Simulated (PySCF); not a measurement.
# Electron correlation in N (nitrogen, neutral)

[He] 2s1 2p4, 2s spin antiparallel (an excited configuration). All numbers are calculated (PySCF 2.14, no relativity, point nucleus, in aug-cc-pVDZ). Frozen: 1s2; 5 electrons correlated.

MP2 pair energies summed by pair of shells (mhartree):

```
 pair  energy  share (%)
2s-2p  -73.48       52.0
2p-2p  -67.88       48.0
```

Total MP2 correlation energy: -141.36 mhartree.

Same-spin part -23.85 and opposite-spin part -117.51 mhartree; SCS-MP2 scales them by 1/3 and 6/5 to -148.96 mhartree.
